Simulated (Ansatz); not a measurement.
Consider the isomerisation: `[SiH3]SC1=CN1` → `C1=N[SiH2]CS1`.

Calculated with Ansatz (gas phase, PBE0-D4/def2-TZVP geometries, no zero-point term in ΔE). CCSD(T)/CBS adds triple-zeta CCSD(T) − MP2 to the extrapolated MP2 energy (def2 sets, frozen cores). DFT in def2-TZVPP. B3LYP here is the variant with VWN-RPA as its local correlation; programs differ in this. Each species was taken in one conformer, which may not be the lowest.

`[SiH3]SC1=CN1`:

```xyz
10

Si   -0.073   -1.737    0.705
S    -1.599   -0.279    0.245
C    -0.554    0.882   -0.429
C    -0.185    1.864   -1.155
N     0.918    1.153   -0.406
H     0.573   -2.247   -0.525
H     0.924   -1.161    1.635
H    -0.847   -2.815    1.369
H    -0.281    2.646   -1.882
H     1.123    1.692    0.442
```

`C1=N[SiH2]CS1`:

Cartesian coordinates in Å:
```
C 0.576 1.467 0.643
N -0.449 1.511 -0.093
Si -0.916 -0.065 -0.674
C 0.424 -1.153 0.130
S 1.463 -0.006 1.059
H 1.016 2.359 1.099
H -2.282 -0.425 -0.216
H -0.874 -0.126 -2.157
H 0.005 -1.890 0.817
H 1.037 -1.672 -0.607
```

```tsv
level	ΔE (kcal/mol)	difference from CCSD(T)/CBS
PBE-D4	-78.7	2.4
r2SCAN-D4	-82.2	-1.1
PBE0-D4	-81.2	-0.1
B3LYP-D4	-81.1	0.0
B2PLYP	-81.5	-0.4
PBE	-78.1	3.0
r2SCAN	-82.1	-1.0
PBE0	-80.8	0.3
B3LYP	-80.1	1.0
HF/def2-TZVPP	-84.8	-3.7
MP2/def2-TZVPP	-81.4	-0.3
CCSD/def2-TZVPP	-81.4	-0.3
CCSD(T)/def2-TZVPP	-81.1	0.0
MP2/def2-QZVPP	-81.5	-0.4
SCS-MP2/def2-QZVPP	-80.6	0.5
MP2/CBS(def2)	-81.4	-0.3
CCSD(T)/CBS	-81.1	0
```

Largest T1 diagnostic among the species: 0.015.

In def2-TZVPP, CCSD(T) changes the Hartree–Fock value by +3.7 kcal/mol (the triples alone add +0.3 kcal/mol) and MP2 by +3.3 kcal/mol. The D4 term adds −1.0 kcal/mol with B3LYP and −0.4 kcal/mol with PBE0; it sums over pairs of atoms, weighted by their polarisabilities, and B3LYP, whose exchange is more repulsive, gets the larger term.
